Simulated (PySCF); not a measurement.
CF6Si, SMILES F[Si](C(F)(F)F)(F)F, PBE0/def2-SVP optimised geometry.

```
8

F     -2.51    -1.68     1.58
C     -1.17    -1.66     1.56
F     -0.74    -2.92     1.58
F     -0.75    -1.05     2.67
Si    -0.53    -0.75     0.00
F     -1.06    -1.49    -1.31
F     -1.06     0.75     0.00
F      1.06    -0.75     0.00
```

Density from PBE0/def2-TZVP (PySCF 2.14.0) at that geometry.

Minimum of the electron density along straight lines between bonded atoms, close to the bond critical point (lines longer than 1.1 times the sum of covalent radii, or with two minima, are not listed):

| bond | length / Å | ρ at the minimum / e bohr⁻³ | ∇²ρ there / e bohr⁻⁵ | position (fraction from the first atom) |
|---|---|---|---|---|
| F1–C2 | 1.335 | 0.287 | -0.38 | 0.66 |
| C2–F3 | 1.335 | 0.287 | -0.38 | 0.34 |
| C2–F4 | 1.335 | 0.287 | -0.38 | 0.34 |
| C2–Si5 | 1.910 | 0.129 | 0.13 | 0.62 |
| Si5–F6 | 1.593 | 0.144 | 1.01 | 0.42 |
| Si5–F7 | 1.593 | 0.144 | 1.01 | 0.42 |
| Si5–F8 | 1.593 | 0.144 | 1.01 | 0.42 |
